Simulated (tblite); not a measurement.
Compound: C₇H₁₁N (charge +1 and doublet state).
Z-matrix (Å and degrees, GFN2-xTB geometry), rows numbered from 1:
```
C 
C   1  1.3563
C   2  1.4798  1  121.49
C   2  1.4849  1  121.19  3   178.13
C   4  1.5524  2  115.28  1    44.22
C   5  1.5003  4  102.61  2  -129.96
N   6  1.2484  5  112.76  4     6.35
C   7  1.4007  6  116.87  5     0.56
H   1  1.0781  2  122.72  3  -173.25
H   1  1.0773  2  121.14  3     5.69
H   3  1.0903  2  111.16  1   132.25
H   3  1.0933  2  109.31  1  -111.19
H   3  1.0856  2  112.13  1     9.35
H   4  1.0911  2  110.18  1   169.31
H   5  1.0926  4  113.29  2   -11.82
H   5  1.0905  4  112.36  2   110.04
H   6  1.0775  5  124.15  4  -173.74
H   8  1.0932  4  112.79  2    15.16
H   8  1.0910  4  111.54  2  -107.10
```

Structure optimised with GFN2-xTB, isolated species. This method treats the open shell by occupation alone, without spin polarisation.

Masses are those of the commonest isotopes; rigid-rotor values at the optimised geometry. The values belong to one conformer with, in the numbering `[CH2+:1][C:2]([CH3:3])[C@@H:4]1[CH2:5][CH:6]=[N:7][CH2:8]1`, H–C1–C2–C3 -173° and 6°, C1–C2–C4–C5 44°.

**Question.** What are A, B and C (GHz)?

**Answer.** Ia = 119.97, Ib = 352.95, Ic = 374.69 u·Å²; 505379 MHz·u·Å²/I gives 4213, 1432 and 1349 MHz, that is A = 4.2126, B = 1.4319, C = 1.3488 GHz.

**Question.** Classify the top.

**Answer.** A near-prolate asymmetric top: κ = (2 × 1432 − 4213 − 1349)/(4213 − 1349) = -0.94.

**Question.** Is it planar, by Δ = Ic − Ia − Ib?

**Answer.** Not planar: Δ = Ic − Ia − Ib = -98.22 u·Å². For a rigid frame Δ = −2 Σ m c², so Σ m c² = 49.11 u·Å² lies off the ab plane: 15.43 from hydrogen and 33.68 from heavier atoms. The atom farthest from that plane is 1.81 Å away.

**Question.** Give the coordinates in the principal-axis frame, origin at the centre of mass.

**Answer.** The sense of each axis is arbitrary; atoms in the order of the calculation.
| atom | mass (u) | a (Å) | b (Å) | c (Å) |
| --- | --- | --- | --- | --- |
| C1 | 12.000 | 1.503 | -0.955 | -1.107 |
| C2 | 12.000 | 1.403 | -0.113 | -0.049 |
| C3 | 12.000 | 2.595 | 0.548 | 0.528 |
| C4 | 12.000 | 0.085 | 0.215 | 0.551 |
| C5 | 12.000 | -0.867 | -0.993 | 0.760 |
| C6 | 12.000 | -2.146 | -0.514 | 0.139 |
| N7 | 14.003 | -2.020 | 0.587 | -0.436 |
| C8 | 12.000 | -0.746 | 1.168 | -0.420 |
| H9 | 1.008 | 0.642 | -1.364 | -1.610 |
| H10 | 1.008 | 2.464 | -1.240 | -1.504 |
| H11 | 1.008 | 2.422 | 1.615 | 0.674 |
| H12 | 1.008 | 2.790 | 0.138 | 1.523 |
| H13 | 1.008 | 3.479 | 0.406 | -0.085 |
| H14 | 1.008 | 0.223 | 0.747 | 1.494 |
| H15 | 1.008 | -0.530 | -1.901 | 0.253 |
| H16 | 1.008 | -1.000 | -1.240 | 1.814 |
| H17 | 1.008 | -3.077 | -1.054 | 0.179 |
| H18 | 1.008 | -0.339 | 1.198 | -1.434 |
| H19 | 1.008 | -0.790 | 2.189 | -0.037 |

**Question.** List the rotational levels J(Ka,Kc) to J = 2 (MHz).

**Answer.** Above 0(0,0):
J = 1: 1(0,1) 2781, 1(1,1) 5561, 1(1,0) 5644
J = 2: 2(0,2) 8340, 2(1,2) 11040, 2(1,1) 11289, 2(2,1) 19631, 2(2,0) 19633

For this open shell read J as N, the rotation without spin; fine and hyperfine splittings come on top. Its GFN2-xTB frequencies are all real (lowest 65 cm⁻¹). These are rigid-rotor constants of the computed structure; measured ground-state constants (B0) also hold zero-point vibration.
